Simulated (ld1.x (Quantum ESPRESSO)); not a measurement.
# Before and after: RRKJ potential for oxygen

```
Element                 : oxygen (O)
Generator               : ld1.x (Quantum ESPRESSO) 7.5
Type                    : norm-conserving RRKJ (Kleinman–Bylander form)
Functional              : PBE
Relativity              : non-relativistic
Frozen core             : [He]
Valence charge          : 6
Reference configuration : 2s2 2p4
Partial waves           : 2s (bound): rc 0.80 bohr; 2p (bound): rc 1.60 bohr
Local potential         : the p channel
Core correction         : none
rho0                    : 0.01
```

Change: local potential the s channel.

Cutoffs: the cutoffs (Ry, on a coarse ladder) from which the occupation-weighted sum of valence levels, in a spherical-Bessel basis at the reference potential, stays within 10 and 1 mRy of its value at 400 Ry; they do not see the model core or the augmentation charge, which bear on the density cutoff. Errors are all-electron minus pseudo energies relative to the spin-unpolarised reference configuration.

Task: Predict the effect on cutoff, ghosts and configuration errors.

Result: The potential gets neither clearly harder nor softer (120 Ry and 180 Ry → 80 Ry and 200 Ry); of the 7 tests that both files solve, the error grows in 4 and shrinks in 2 by more than 15 % and 0.3 meV (median size 6.4 → 29.7 meV); the range in which the s phases agree widens (upper end 2.6 → 4.4); neither file shows a bound ghost.

| quantity | base | changed |
| --- | --- | --- |
| cutoff, loose | 120 Ry | 80 Ry |
| cutoff, tight | 180 Ry | 200 Ry |
| loose cutoff by channel (10 mRy a level) | s 110 Ry, p 45 Ry | p 40 Ry, s 70 Ry |
| bound ghosts | none | none |
| error for 2s2 2p3, meV [ΔE 16.44 eV] | -4.2 | +30 |
| error for 2s2 2p2, meV [ΔE 50.03 eV] | +112 | +292 |
| error for 2s2 2p1, meV [ΔE 103.90 eV] | +756 | +1253 |
| error for 2s2 2p3.5, meV [ΔE 6.29 eV] | -3.0 | +4.0 |
| error for 2s2 2p4.3, meV [ΔE -2.12 eV] | -1.4 | +0.2 |
| error for 2s1 2p4, meV [ΔE 31.61 eV] | -81 | -76 |
| error for 2s1 2p5, meV [ΔE 14.90 eV] | +6.4 | +4.3 |
| s: phases at 1.76 bohr within 0.05 rad from the reference energy up to (Ry; the scan ends near 5) | 2.6 | 4.4 |
| p: phases at 1.76 bohr within 0.05 rad from the reference energy up to (Ry; the scan ends near 5) | 2.2 | 2.8 |
